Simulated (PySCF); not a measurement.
C₄H₉O, charge +1.

```xyz
14

C      1.8778    -0.4103    -0.1522
C      0.7964     0.3432     0.6552
C     -0.5208     0.1565     0.0243
C     -1.3374    -1.0392     0.2309
O     -1.0058     1.0337    -0.7592
H      2.8456    -0.2439     0.3395
H      1.6896    -1.4923    -0.1757
H      1.9486    -0.0386    -1.1839
H      1.0412     1.4164     0.7161
H      0.7557    -0.0629     1.6783
H     -0.7130    -1.9293     0.3888
H     -1.8912    -0.8749     1.1775
H     -2.0705    -1.1815    -0.5731
H     -0.4553     1.8361    -0.8433
```
Charge +1, spin multiplicity 1.

Coordinates come from a PBE0-D3(BJ)/def2-SVP optimisation. The isomer is the one that the SMILES or the coordinates give; other isomers of the formula were not compared. The values are those of a single conformer.

Level of theory: PBE0/pcSseg-1 (PySCF). Non-relativistic, no solvent.

Question: Give the absolute GIAO shielding of each atom: isotropic value and principal components (ppm). (Estimate from the structure and the level; the computed values follow.)

Answer: 
```csv
atom,σ(iso),σ11,σ22,σ33,span
C1,166.9,152.7,162.6,185.2,32.5
C2,139.5,110.1,138.0,170.5,60.4
C3,-78.8,-251.7,-94.8,110.0,361.7
C4,152.6,121.4,155.1,181.3,59.9
O5,-9.4,-240.0,-12.9,224.7,464.7
H6,28.7,24.8,25.5,35.7,10.9
H7,29.5,25.1,28.3,35.1,10.0
H8,29.8,25.3,28.0,36.0,10.7
H9,28.7,25.0,27.6,33.4,8.4
H10,27.8,24.8,26.6,32.0,7.3
H11,27.6,24.0,28.1,30.8,6.9
H12,28.0,24.5,25.6,33.8,9.3
H13,27.9,24.0,26.0,33.7,9.7
H14,20.8,18.3,19.9,24.1,5.8
```
